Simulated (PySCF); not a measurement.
Mg(Br)(Et), SMILES C[CH2][Mg][Br] (C2H5BrMg), singlet, PBE0/def2-SVP optimised geometry.

```
9

Mg     0.76     0.38     0.00
Br     3.13     0.38     0.00
C     -1.34     0.39    -0.02
C     -2.03    -0.37     1.11
H     -1.66    -0.01    -1.00
H     -1.66     1.44    -0.02
H     -1.77     0.02     2.11
H     -1.76    -1.44     1.12
H     -3.13    -0.33     1.04
```

Density from PBE0/def2-TZVP (PySCF) at that geometry.

Minimum of the electron density along straight lines between bonded atoms, close to the bond critical point (lines longer than 1.1 times the sum of covalent radii, or with two minima, are not listed):

| bond | length / Å | ρ at the minimum / e bohr⁻³ | ∇²ρ there / e bohr⁻⁵ | position (fraction from the first atom) |
|---|---|---|---|---|
| Mg1–Br2 | 2.367 | (withheld) | (withheld) | 0.38 |
| Mg1–C3 | 2.099 | 0.058 | 0.24 | 0.41 |
| C3–C4 | 1.530 | 0.238 | (withheld) | 0.50 |
| C3–H5 | 1.106 | 0.263 | -0.84 | 0.64 |
| C3–H6 | 1.106 | 0.264 | -0.84 | 0.64 |
| C4–H7 | 1.103 | 0.270 | -0.90 | 0.64 |
| C4–H8 | 1.103 | 0.270 | -0.90 | 0.64 |
| C4–H9 | 1.105 | 0.270 | -0.90 | 0.64 |

Complete the blanks.


- Mg1–Br2, ρ at the minimum / e bohr⁻³: 0.045
- Mg1–Br2, ∇²ρ there / e bohr⁻⁵: 0.20
- C3–C4, ∇²ρ there / e bohr⁻⁵: -0.57
